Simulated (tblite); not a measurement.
Record of a relaxation.

Compound: C₄H₁₁FSi₂.
Bonds: C1–C2 (double), C2–C3, C3–C4, C4–Si5, Si5–Si6, Si6–F7. Hydrogens: H8, H9 on C1; H10 on C2; H11, H12 on C3; H13, H14 on C4; H15, H16 on Si5; H17, H18 on Si6.

Computed with GFN2-xTB (tblite), gas phase: L-BFGS steps from a force-field or distance-geometry start until the largest atomic force falls under 0.01 eV/Å. 11 of its 137 geometries are shown.

Step 0: E = -608.4685 eV, largest atomic force 2.419 eV/Å
```
atom  x, y, z in Å  |  force x, y, z in eV/Å
C1     -3.265   -0.003    0.455   -0.081  -0.156  -0.919
C2     -2.481   -0.468   -0.534   -0.353   0.509   2.338
C3     -1.053   -0.725   -0.133   -0.332   0.088   0.230
C4     -0.068    0.101   -0.949   -0.268  -0.834  -0.534
Si5     1.601   -0.394   -0.265   -0.259  -1.197   0.441
Si6     3.184    1.099   -0.567    2.296   0.514   0.275
F7      4.680    0.317   -0.364   -1.611   1.024  -0.273
H8     -2.836    0.173    1.460   -0.683  -0.085  -0.847
H9     -4.327    0.208    0.257    0.671  -0.034   0.430
H10    -2.867   -0.653   -1.518    0.227  -0.073  -0.136
H11    -0.824   -1.809   -0.203   -0.034   0.576  -0.026
H12    -0.924   -0.396    0.925   -0.272  -0.545  -0.610
H13    -0.206   -0.239   -1.991    0.222   0.638   0.226
H14    -0.269    1.165   -0.836   -0.169  -0.093  -0.226
H15     1.407   -0.597    1.188    0.038  -0.085  -0.063
H16     1.966   -1.684   -0.839   -0.070  -0.313  -0.025
H17     3.195    1.788   -1.840    0.310   0.065  -0.225
H18     3.079    2.123    0.478    0.368   0.001  -0.056
```

Step 14: E = -609.0015 eV, largest atomic force 0.183 eV/Å
```
atom  x, y, z in Å  |  force x, y, z in eV/Å
C1     -3.367    0.029    0.449   -0.084   0.032   0.029
C2     -2.518   -0.447   -0.441   -0.020   0.081  -0.006
C3     -1.098   -0.750   -0.117    0.061  -0.042   0.073
C4     -0.068    0.026   -0.933    0.084  -0.022  -0.014
Si5     1.654   -0.456   -0.282    0.027  -0.107   0.098
Si6     3.212    1.204   -0.574    0.179  -0.038   0.010
F7      4.652    0.491   -0.406    0.017  -0.036  -0.003
H8     -3.059    0.224    1.462    0.021   0.016   0.062
H9     -4.397    0.237    0.229   -0.083   0.015  -0.095
H10    -2.826   -0.647   -1.456   -0.048   0.013  -0.104
H11    -0.923   -1.817   -0.261    0.015  -0.106  -0.050
H12    -0.923   -0.530    0.934   -0.072  -0.021   0.166
H13    -0.169   -0.215   -1.991   -0.057   0.033  -0.034
H14    -0.244    1.098   -0.828   -0.069  -0.025  -0.003
H15     1.472   -0.702    1.163    0.072   0.019   0.023
H16     1.956   -1.800   -0.813    0.062   0.091  -0.063
H17     3.356    1.835   -1.879   -0.050   0.056  -0.071
H18     3.282    2.225    0.469   -0.055   0.041  -0.019
```

Step 27: E = -609.0425 eV, largest atomic force 0.098 eV/Å
```
atom  x, y, z in Å  |  force x, y, z in eV/Å
C1     -3.416    0.060    0.422    0.026  -0.012  -0.035
C2     -2.534   -0.426   -0.433    0.063   0.033  -0.004
C3     -1.126   -0.795   -0.074   -0.025  -0.001   0.013
C4     -0.068   -0.008   -0.859   -0.068  -0.037   0.027
Si5     1.691   -0.453   -0.261   -0.052   0.051  -0.043
Si6     3.251    1.203   -0.601   -0.022   0.078  -0.042
F7      4.699    0.509   -0.435    0.013  -0.026  -0.006
H8     -3.168    0.241    1.457    0.015  -0.049  -0.044
H9     -4.429    0.289    0.136    0.044   0.030  -0.034
H10    -2.806   -0.585   -1.470    0.007   0.000   0.046
H11    -0.985   -1.863   -0.275    0.009   0.031   0.017
H12    -0.980   -0.636    0.996    0.005   0.004  -0.024
H13    -0.175   -0.237   -1.923   -0.002   0.043   0.039
H14    -0.270    1.061   -0.751    0.019  -0.043   0.034
H15     1.594   -0.723    1.181   -0.014  -0.055   0.080
H16     2.057   -1.730   -0.888   -0.004  -0.065  -0.014
H17     3.357    1.843   -1.907   -0.011  -0.020  -0.065
H18     3.299    2.256    0.408   -0.001   0.038   0.054
```

Step 41: E = -609.0600 eV, largest atomic force 0.079 eV/Å
```
atom  x, y, z in Å  |  force x, y, z in eV/Å
C1     -3.409    0.077    0.370   -0.003   0.022   0.004
C2     -2.505   -0.428   -0.448   -0.036   0.003  -0.005
C3     -1.129   -0.839   -0.034   -0.020   0.019  -0.008
C4     -0.073   -0.020   -0.779    0.013   0.036   0.016
Si5     1.698   -0.460   -0.236    0.043  -0.059   0.029
Si6     3.219    1.226   -0.632    0.003  -0.008   0.007
F7      4.667    0.526   -0.480    0.012   0.006   0.001
H8     -3.214    0.196    1.424    0.008   0.007   0.008
H9     -4.382    0.393    0.033   -0.007  -0.028  -0.016
H10    -2.726   -0.535   -1.502    0.007  -0.015  -0.015
H11    -0.980   -1.902   -0.245   -0.002   0.020  -0.022
H12    -1.021   -0.692    1.042    0.038  -0.019   0.003
H13    -0.194   -0.179   -1.853    0.018  -0.024  -0.003
H14    -0.275    1.039   -0.609   -0.009   0.045   0.043
H15     1.648   -0.803    1.198   -0.003   0.026  -0.004
H16     2.067   -1.717   -0.908   -0.013  -0.030  -0.017
H17     3.304    1.816   -1.965   -0.031  -0.007  -0.033
H18     3.295    2.308    0.346   -0.019   0.006   0.012
```

Step 54: E = -609.0711 eV, largest atomic force 0.083 eV/Å
```
atom  x, y, z in Å  |  force x, y, z in eV/Å
C1     -3.407    0.095    0.325   -0.017  -0.001   0.003
C2     -2.478   -0.416   -0.461   -0.002  -0.031  -0.001
C3     -1.120   -0.849   -0.015    0.027   0.008  -0.016
C4     -0.044    0.005   -0.689   -0.007   0.008  -0.019
Si5     1.722   -0.508   -0.199   -0.031   0.058  -0.033
Si6     3.186    1.208   -0.663    0.024   0.025  -0.013
F7      4.670    0.584   -0.525   -0.004   0.017  -0.022
H8     -3.255    0.210    1.385    0.025   0.002   0.019
H9     -4.362    0.412   -0.055   -0.041   0.012  -0.006
H10    -2.660   -0.518   -1.523   -0.021   0.005  -0.013
H11    -0.968   -1.898   -0.288    0.015   0.011   0.004
H12    -1.034   -0.768    1.070   -0.016   0.012  -0.028
H13    -0.163   -0.076   -1.772    0.002   0.024   0.016
H14    -0.225    1.054   -0.440   -0.010  -0.022   0.020
H15     1.700   -0.850    1.230    0.018  -0.032   0.074
H16     2.017   -1.760   -0.912    0.028  -0.054   0.004
H17     3.178    1.750   -2.021    0.021  -0.019   0.029
H18     3.235    2.329    0.276   -0.011  -0.023  -0.017
```

Step 68: E = -609.0751 eV, largest atomic force 0.021 eV/Å
```
atom  x, y, z in Å  |  force x, y, z in eV/Å
C1     -3.407    0.097    0.304   -0.008  -0.011   0.001
C2     -2.478   -0.417   -0.479   -0.007   0.000   0.002
C3     -1.122   -0.850   -0.022   -0.013  -0.011  -0.008
C4     -0.034    0.024   -0.648   -0.001  -0.001   0.007
Si5     1.728   -0.524   -0.176    0.015   0.001   0.011
Si6     3.177    1.194   -0.683   -0.009  -0.001  -0.003
F7      4.682    0.618   -0.563    0.003  -0.011   0.006
H8     -3.252    0.213    1.365    0.007   0.006  -0.012
H9     -4.364    0.415   -0.074    0.000  -0.001   0.004
H10    -2.660   -0.523   -1.542    0.004   0.008   0.011
H11    -0.957   -1.890   -0.313    0.006  -0.013  -0.003
H12    -1.060   -0.789    1.066    0.002  -0.007  -0.012
H13    -0.144    0.004   -1.734   -0.011  -0.002  -0.009
H14    -0.208    1.059   -0.344    0.006   0.015   0.013
H15     1.735   -0.875    1.254   -0.005   0.016   0.006
H16     2.010   -1.788   -0.879   -0.007   0.005  -0.003
H17     3.147    1.713   -2.048    0.008   0.003  -0.009
H18     3.197    2.326    0.241    0.011   0.005  -0.002
```

Step 82: E = -609.0777 eV, largest atomic force 0.054 eV/Å
```
atom  x, y, z in Å  |  force x, y, z in eV/Å
C1     -3.403    0.092    0.295   -0.009  -0.049  -0.004
C2     -2.482   -0.426   -0.495   -0.001  -0.053   0.011
C3     -1.129   -0.872   -0.041    0.026   0.004   0.012
C4     -0.042    0.044   -0.609   -0.010   0.026  -0.005
Si5     1.723   -0.504   -0.154   -0.015   0.009  -0.001
Si6     3.184    1.189   -0.708    0.029   0.011  -0.007
F7      4.675    0.582   -0.569    0.011  -0.007   0.005
H8     -3.239    0.203    1.355   -0.012   0.007  -0.006
H9     -4.364    0.406   -0.077    0.008   0.036   0.010
H10    -2.668   -0.527   -1.557    0.001   0.008  -0.004
H11    -0.946   -1.897   -0.373   -0.022   0.011  -0.033
H12    -1.082   -0.861    1.049    0.007   0.007   0.014
H13    -0.151    0.086   -1.696    0.008   0.005   0.019
H14    -0.225    1.057   -0.243   -0.006   0.008  -0.022
H15     1.743   -0.811    1.286    0.000  -0.014   0.000
H16     1.987   -1.780   -0.842   -0.001   0.000   0.015
H17     3.178    1.683   -2.083   -0.011  -0.011  -0.013
H18     3.231    2.343    0.186   -0.003   0.000   0.008
```

Step 95: E = -609.0803 eV, largest atomic force 0.012 eV/Å
```
atom  x, y, z in Å  |  force x, y, z in eV/Å
C1     -3.402    0.071    0.296    0.001  -0.006   0.008
C2     -2.488   -0.448   -0.502    0.000   0.005  -0.003
C3     -1.126   -0.885   -0.065   -0.010   0.000  -0.002
C4     -0.058    0.079   -0.587    0.005  -0.008   0.006
Si5     1.708   -0.467   -0.131    0.006   0.000   0.004
Si6     3.205    1.180   -0.727   -0.003  -0.001   0.003
F7      4.679    0.539   -0.564    0.003   0.006  -0.005
H8     -3.230    0.181    1.355    0.001  -0.003   0.005
H9     -4.361    0.401   -0.066    0.008  -0.009  -0.003
H10    -2.684   -0.543   -1.563    0.003   0.009   0.000
H11    -0.923   -1.887   -0.451   -0.002   0.000  -0.002
H12    -1.078   -0.927    1.024   -0.008   0.006  -0.002
H13    -0.157    0.162   -1.671    0.003  -0.002  -0.008
H14    -0.264    1.073   -0.184   -0.005   0.007   0.001
H15     1.736   -0.748    1.315   -0.010  -0.001   0.007
H16     1.954   -1.764   -0.784    0.000  -0.001  -0.007
H17     3.209    1.638   -2.115    0.002  -0.009   0.002
H18     3.272    2.351    0.144    0.006   0.005  -0.005
```

Step 109: E = -609.0810 eV, largest atomic force 0.022 eV/Å
```
atom  x, y, z in Å  |  force x, y, z in eV/Å
C1     -3.404    0.056    0.301   -0.001   0.003   0.000
C2     -2.489   -0.443   -0.508   -0.016   0.000   0.007
C3     -1.127   -0.884   -0.077   -0.011  -0.001  -0.007
C4     -0.059    0.090   -0.579    0.006   0.000   0.003
Si5     1.705   -0.455   -0.113   -0.002   0.003  -0.005
Si6     3.214    1.174   -0.729   -0.001   0.007  -0.006
F7      4.688    0.533   -0.565   -0.004  -0.004   0.006
H8     -3.229    0.152    1.360   -0.005  -0.011   0.000
H9     -4.366    0.385   -0.054    0.004   0.000   0.000
H10    -2.687   -0.522   -1.571    0.009   0.007   0.004
H11    -0.923   -1.879   -0.479    0.008  -0.017  -0.012
H12    -1.082   -0.945    1.011   -0.001   0.011   0.004
H13    -0.147    0.184   -1.664   -0.002   0.004   0.014
H14    -0.275    1.078   -0.166    0.009   0.008  -0.014
H15     1.719   -0.730    1.334    0.005   0.000   0.005
H16     1.946   -1.754   -0.764    0.005  -0.008   0.004
H17     3.213    1.599   -2.127   -0.001   0.001  -0.002
H18     3.295    2.365    0.114   -0.002  -0.005  -0.002
```

Step 122: E = -609.0823 eV, largest atomic force 0.022 eV/Å
```
atom  x, y, z in Å  |  force x, y, z in eV/Å
C1     -3.421    0.019    0.313    0.004   0.010  -0.002
C2     -2.490   -0.417   -0.514    0.008  -0.003   0.002
C3     -1.129   -0.872   -0.095    0.004  -0.005   0.005
C4     -0.052    0.105   -0.573   -0.008  -0.004   0.001
Si5     1.706   -0.444   -0.089   -0.003  -0.004   0.009
Si6     3.219    1.166   -0.743   -0.002  -0.012  -0.001
F7      4.684    0.513   -0.546    0.010   0.008  -0.009
H8     -3.263    0.049    1.379    0.001  -0.009   0.003
H9     -4.381    0.362   -0.035   -0.006  -0.003   0.002
H10    -2.677   -0.429   -1.581    0.020   0.000  -0.006
H11    -0.925   -1.859   -0.519   -0.021   0.003  -0.004
H12    -1.089   -0.959    0.993    0.012   0.009  -0.003
H13    -0.126    0.207   -1.658   -0.007   0.003  -0.002
H14    -0.268    1.092   -0.157   -0.004  -0.003   0.000
H15     1.714   -0.694    1.362    0.001   0.007   0.006
H16     1.956   -1.756   -0.711   -0.014   0.002  -0.001
H17     3.217    1.536   -2.156    0.018   0.008  -0.002
H18     3.315    2.387    0.054   -0.012  -0.005   0.001
```

Step 136: E = -609.0840 eV, largest atomic force 0.009 eV/Å
```
atom  x, y, z in Å  |  force x, y, z in eV/Å
C1     -3.443   -0.041    0.327   -0.003   0.001   0.000
C2     -2.486   -0.372   -0.519   -0.003  -0.008  -0.002
C3     -1.129   -0.856   -0.119    0.002   0.001  -0.004
C4     -0.045    0.130   -0.560    0.008   0.003   0.000
Si5     1.704   -0.424   -0.052   -0.002  -0.002  -0.007
Si6     3.234    1.138   -0.777    0.004   0.002   0.001
F7      4.697    0.497   -0.532    0.000   0.007   0.002
H8     -3.307   -0.123    1.393   -0.007   0.001   0.004
H9     -4.402    0.320   -0.006   -0.002   0.003   0.005
H10    -2.645   -0.277   -1.586    0.005  -0.001  -0.001
H11    -0.939   -1.826   -0.585    0.003  -0.005  -0.001
H12    -1.087   -0.988    0.963   -0.004   0.003   0.002
H13    -0.101    0.254   -1.644   -0.004  -0.003  -0.002
H14    -0.270    1.109   -0.129    0.001   0.002   0.006
H15     1.709   -0.608    1.409    0.000   0.003  -0.006
H16     1.928   -1.767   -0.617   -0.003   0.000  -0.001
H17     3.262    1.447   -2.205    0.002  -0.005   0.004
H18     3.310    2.394   -0.035    0.004  -0.002  -0.001
```

Problem. Summarise the path.

Solution. The energy falls by 14.19 kcal/mol from step 0 to step 136; nine tenths of that is first reached at step 20. It falls at every step. The largest force goes from 2.419 to 0.009 eV/Å. Among the bonds Si5–Si6 changes most, from 2.197 to 2.304 Å; the atoms move by 0.424 Å rms after alignment.

Problem. Follow the three bonds and two angles with the largest change from start to end.

Solution. 
```tsv
step	E above end (kcal/mol)	largest force (eV/Å)	Si5–Si6 (Å)	Si6–F7 (Å)	C4–Si5 (Å)	C1–C2–C3 (°)	C3–C4–Si5 (°)
0	14.19	2.419	2.197	1.701	1.871	114.5	103.7
6	3.95	0.358	2.268	1.621	1.907	120.5	105.4
12	2.18	0.181	2.297	1.614	1.904	121.8	106.3
18	1.50	0.129	2.307	1.614	1.909	123.6	108.5
24	1.08	0.111	2.310	1.618	1.910	124.4	110.3
30	0.84	0.079	2.300	1.616	1.910	124.4	111.8
35	0.71	0.097	2.309	1.617	1.909	124.2	112.0
41	0.55	0.079	2.305	1.616	1.905	124.4	112.3
47	0.46	0.064	2.307	1.616	1.909	124.4	112.2
53	0.32	0.088	2.303	1.616	1.903	125.0	112.7
59	0.25	0.067	2.303	1.615	1.902	125.2	112.6
65	0.21	0.025	2.303	1.616	1.906	124.9	113.1
71	0.20	0.021	2.304	1.615	1.906	124.7	113.2
77	0.18	0.032	2.306	1.615	1.904	124.4	113.3
83	0.14	0.048	2.304	1.616	1.904	124.7	113.4
89	0.10	0.031	2.304	1.616	1.904	124.6	113.0
95	0.09	0.012	2.304	1.616	1.904	124.7	112.7
101	0.08	0.016	2.304	1.616	1.904	124.6	112.7
106	0.07	0.010	2.305	1.616	1.904	124.5	112.6
112	0.06	0.023	2.304	1.616	1.904	124.5	112.6
118	0.05	0.023	2.304	1.616	1.905	124.5	112.6
124	0.03	0.040	2.304	1.616	1.903	124.5	112.8
130	0.01	0.026	2.304	1.616	1.903	124.7	112.7
136	0.00	0.009	2.304	1.616	1.904	124.6	112.7
```

What follows is the cost of the whole relaxation. Time: 1.7 s. Hardware: one thread of an Arm Neoverse N1, on a shared host.
